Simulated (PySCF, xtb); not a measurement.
Ti(Cl)3(SH) (Cl₃HSTi), SMILES [SH][Ti]([Cl])([Cl])[Cl], multiplicity 1.

GFN2-xTB (xtb 6.7.1) at its own geometry gives an orbital gap of 1.87 eV and a dipole moment of 1.03 D.

Coordinates come from a B3LYP-D3(BJ)/def2-SVP optimisation. The spin state was assumed, not searched. The structure was generated by enumeration; whether it is a known compound was not checked. The values are those of a single conformer.

What does M06-2X/def2-TZVP (PySCF) give? (An estimate is asked for; the answer gives what the named calculation found.)

gap 6.96 eV (levels -9.49 and -2.53 eV), dipole 0.97 D.
